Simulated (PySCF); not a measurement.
Compound: C3H4BFO2.
Bonds: F1–C2, C2–C3 (double), C3–O4, O4–B5, B5–O6, O6–C7 (double), C2–C7. Hydrogens: H8 on C3; H9, H10 on B5; H11 on C7.

Method used: PySCF, PBE0-D3(BJ)/def2-SVP geometry optimisation, gas phase.

(1) Give the optimised bond lengths and angles.

Results:

(1) 
| bond | length (Å) |
| --- | --- |
| F1–C2 | 1.334 |
| C2=C3, C2–C7 | 1.394 |
| C3–O4, O6=C7 | 1.268 |
| O4–B5, B5–O6 | 1.536 |
| C3–H8, C7–H11 | 1.100 |
| B5–H9 | 1.208 |
| B5–H10 | 1.223 |

Bonds in one row agree within 0.01 Å and their mean is given. A selection of angles:
| angle | degrees |
| --- | --- |
| F1–C2–C3 | 120.4 |
| C3–C2–C7 | 116.9 |
| C2–C3–O4 | 122.1 |
| C2–C3–H8 | 120.0 |
| O4–C3–H8 | 117.7 |
| C3–O4–B5 | 117.5 |
| O4–B5–O6 | 105.7 |
| O4–B5–H9 | 109.1 |
| O4–B5–H10 | 107.2 |
| H9–B5–H10 | 117.8 |

Torsions: F1–C2–C3–O4 180° (antiperiplanar); C2–C3–O4–B5 15° (synperiplanar); C3–O4–B5–O6 -42° (synclinal); O4–B5–O6–C7 42° (synclinal); B5–O6–C7–C2 -15° (synperiplanar); F1–C2–C7–O6 180° (antiperiplanar).

Of the pairs four or more bonds apart, C2···H10 is among the closest relative to their van der Waals radii: 3.02 Å, 104 % of the sum of Bondi's values. The 6-membered ring C2–C3–O4–B5–O6–C7 has internal angles of 105.7° to 122.1° (sum 702°, against 720° for a flat polygon); it is puckered, 0.18 Å rms from its mean plane, widest ring torsion 42°. B5 (four-coordinate boron) is distorted tetrahedral (angles from 105.7° to 117.8°). O4 (oxygen bonded to B and C) is bent (angle 117.5°).

Point group: Cs (tolerance 0.08 Å). PBE0-D3(BJ)/def2-SVP frequencies: not computed here. One conformer, not necessarily the lowest.
